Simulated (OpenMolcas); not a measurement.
C+, Si+, Ge+, Sn+, Pb+: ns2 np down the group

- Program: OpenMolcas 26.06
- Method: CASSCF
- Basis: ANO-RCC-VQZP
- Scalar Hamiltonian: DKH2, point nucleus
- Spin-orbit coupling: RASSI with atomic mean-field integrals over the reference wave functions, term energies averaged over their components

Active space for each ion: 1 electron in 3 orbitals (p).

Computed levels in cm-1 above 2P* 1/2:

| Level | C+ | Si+ | Ge+ | Sn+ | Pb+ |
| --- | --- | --- | --- | --- | --- |
| 2P* 3/2 | 63.3 | 252 | 1576 | 3704 | 11954 |
| weight of 2P* in the lowest level (%) | 100 | 100 | 100 | 100 | 100 |

Measured, with the error of the calculation in %. Measured levels: C+, Si+, Ge+, Sn+, Pb+ from NIST Handbook of Basic Atomic Spectroscopic Data.

| Level | C+ | Si+ | Ge+ | Sn+ | Pb+ |
| --- | --- | --- | --- | --- | --- |
| 2P* 3/2 | 63.4 (-0.2) | 287 (-12.2) | 1767 (-10.8) | 4251 (-12.9) | 14081 (-15.1) |

The fine-structure level 2P* 3/2 changes by a factor of 189 from C+ to Pb+.

With one active electron the reference holds no correlation, so core polarisation is missing. Computed and measured levels are paired by configuration, term and J; levels that our copy of the source lacks, or whose pairing is in doubt (as where it misses far off the trend of its configuration), stay unpaired and out of the deviations. Only configurations of the active space appear.

* marks odd parity.
